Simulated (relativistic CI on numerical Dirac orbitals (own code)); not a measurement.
# Electric-dipole lines of Cd XXVIII

These numbers are calculated, not measured: Dirac-Coulomb-Breit CI, KLI orbitals optimised for each configuration, QED by a radiative potential, unscaled Slater integrals (own radial code, finite nucleus).

Configurations in the expansion (outside the closed core [Ne]): 3s2 3p6 3d3, 3s2 3p5 3d4, 3s 3p6 3d4, 3s2 3p6 3d2 4s, 3s2 3p6 3d2 4p, 3s2 3p6 3d2 4d, 3s2 3p6 3d2 4f, 3s2 3p5 3d3 4s, 3s2 3p5 3d3 4p, 3s 3p6 3d3 4s, 3s2 3p6 3d 4s 4p, 3p6 3d5, 3p5 3d6, 3s2 3p6 3d 4s2, 3s2 3p6 4s2 4p, 3s2 3p6 4s2 4d, 3s2 3p6 4s2 4f, 3p6 3d4 4s, 3p5 3d5 4s. Double excitations out of closed p, d and f shells are left out; levels of such configurations are missing from the list, as are those of other unlisted configurations, and high levels can miss mixing partners. These lack a partner that the ground configuration has and come out too high: 3s2 3p5 3d3 4p.

| λ vac (nm) | Lower | Upper | A (s⁻¹) | gf | Branching (%) |
| --- | --- | --- | --- | --- | --- |
| 5.0571 | 3s2 3p6 3d3 2G_7/2 [7] | 3s2 3p5 3d4 2F°_5/2 [191] | 4.92e+11 | 1.13e+00 | 37.8 |
| 5.1587 | 3s2 3p6 3d3 4F_7/2 [3] | 3s2 3p5 3d4 4D°_5/2 [175] | 4.59e+11 | 1.10e+00 | 44.4 |
| 5.1829 | 3s2 3p6 3d3 4F_9/2 [4] | 3s2 3p5 3d4 4D°_7/2 [176] | 9.97e+11 | 3.21e+00 | 66.2 |
| 5.2070 | 3s2 3p6 3d3 2H_9/2 [8] | 3s2 3p5 3d4 2G°_7/2 [183] | 8.98e+11 | 2.92e+00 | 66.9 |
| 5.2174 | 3s2 3p6 3d3 2F_7/2 [16] | 3s2 3p5 3d4 2D°_5/2 [195] | 7.81e+11 | 1.91e+00 | 68.1 |
| 5.2257 | 3s2 3p6 3d3 2H_11/2 [12] | 3s2 3p5 3d4 2G°_9/2 [189] | 1.37e+12 | 5.62e+00 | 94.9 |
| 5.2446 | 3s2 3p6 3d3 2G_9/2 [14] | 3s2 3p5 3d4 2F°_7/2 [193] | 1.28e+12 | 4.23e+00 | 88.6 |
| 5.3178 | 3s2 3p6 3d3 4F_3/2 [1] | 3s2 3p5 3d4 4D°_1/2 [153] | 6.84e+11 | 5.80e-01 | 59.5 |
| 5.3359 | 3s2 3p6 3d3 2D_3/2 [18] | 3s2 3p5 3d4 2D°_3/2 [198] | 1.16e+12 | 1.98e+00 | 90.4 |
| 5.3583 | 3s2 3p6 3d3 4P_5/2 [9] | 3s2 3p5 3d4 4D°_7/2 [176] | 2.70e+11 | 9.29e-01 | 17.9 |
| 5.3835 | 3s2 3p6 3d3 2D_5/2 [19] | 3s2 3p5 3d4 2P°_3/2 [197] | 8.67e+11 | 1.51e+00 | 81.2 |
| 5.3971 | 3s2 3p6 3d3 2H_11/2 [12] | 3s2 3p5 3d4 2H°_11/2 [179] | 1.07e+12 | 5.61e+00 | 91.8 |
| 5.4374 | 3s2 3p6 3d3 2D_5/2 [19] | 3s2 3p5 3d4 2D°_5/2 [196] | 8.32e+11 | 2.21e+00 | 66.4 |
| 5.4520 | 3s2 3p6 3d3 2G_9/2 [14] | 3s2 3p5 3d4 2H°_9/2 [182] | 6.89e+11 | 3.07e+00 | 90.9 |
| 5.4534 | 3s2 3p6 3d3 2F_7/2 [16] | 3s2 3p5 3d4 2F°_7/2 [185] | 5.26e+11 | 1.88e+00 | 53.3 |
| 5.4766 | 3s2 3p6 3d3 4F_5/2 [2] | 3s2 3p5 3d4 4D°_3/2 [150] | 5.45e+11 | 9.81e-01 | 50.9 |
| 5.5339 | 3s2 3p6 3d3 4F_9/2 [4] | 3s2 3p5 3d4 2H°_9/2 [156] | 3.75e+11 | 1.72e+00 | 50.2 |
| 5.5727 | 3s2 3p6 3d3 2H_9/2 [8] | 3s2 3p5 3d4 2H°_9/2 [164] | 2.63e+11 | 1.23e+00 | 86.0 |
| 5.5850 | 3s2 3p6 3d3 4F_7/2 [3] | 3s2 3p5 3d4 4P°_5/2 [149] | 2.48e+11 | 6.96e-01 | 33.6 |
| 5.5971 | 3s2 3p6 3d3 2D_5/2 [19] | 3s2 3p5 3d4 2F°_7/2 [194] | 4.52e+11 | 1.70e+00 | 56.5 |
| 5.6650 | 3s2 3p6 3d3 2G_9/2 [14] | 3s2 3p5 3d4 2H°_11/2 [172] | 3.03e+11 | 1.75e+00 | 78.5 |
| 5.6864 | 3s2 3p6 3d3 4F_9/2 [4] | 3s2 3p5 3d4 2G°_9/2 [145] | 1.91e+11 | 9.28e-01 | 52.5 |
| 5.7110 | 3s2 3p6 3d3 2G_7/2 [7] | 3s2 3p5 3d4 2G°_7/2 [154] | 2.76e+11 | 1.08e+00 | 51.2 |
| 5.7139 | 3s2 3p6 3d3 2H_9/2 [8] | 3s2 3p5 3d4 2H°_9/2 [156] | 2.91e+11 | 1.42e+00 | 38.9 |
| 5.7207 | 3s2 3p6 3d3 4F_7/2 [3] | 3s2 3p5 3d4 4F°_7/2 [141] | 2.32e+11 | 9.12e-01 | 55.8 |
| 6.0426 | 3s2 3p6 3d3 4F_5/2 [2] | 3s2 3p5 3d4 4F°_5/2 [118] | 1.86e+11 | 6.11e-01 | 66.1 |
| 6.1700 | 3s2 3p6 3d3 4F_3/2 [1] | 3s2 3p5 3d4 2D°_3/2 [99] | 2.18e+11 | 4.97e-01 | 75.4 |
| 6.6385 | 3s2 3p6 3d3 4F_7/2 [3] | 3s2 3p5 3d4 4G°_9/2 [88] | 1.17e+11 | 7.74e-01 | 62.7 |
| 6.6608 | 3s2 3p6 3d3 4F_3/2 [1] | 3s2 3p5 3d4 4G°_5/2 [66] | 1.45e+11 | 5.77e-01 | 94.4 |
| 6.7225 | 3s2 3p6 3d3 4F_9/2 [4] | 3s2 3p5 3d4 2H°_11/2 [86] | 1.66e+11 | 1.35e+00 | 91.9 |

Terms are leading LS components. Brackets give the number of a level in order of energy, since labels repeat. The list gives strong lines, with weight on those to low levels, without lines whose two gauges differ by over a factor of 2.5, among the lowest 200 of 2099 levels, so that lines to higher ones, which can be the strongest, are missing. Levels whose partners in the same complex of configurations lie outside the list can be far off, and so can their lines. Rates are taken at the computed energies, electric ones in the length gauge.

At this charge energies of transitions that change n are usually good to better than 1 %, and those within a shell (Δn = 0) to a few per cent. Terms inside the open d or f shell come out 10 to 20 % too wide with unscaled integrals.

LS names give the leading component of a level, which can be under half, so a name can repeat, a term be missing and a line seem to break the LS rules.
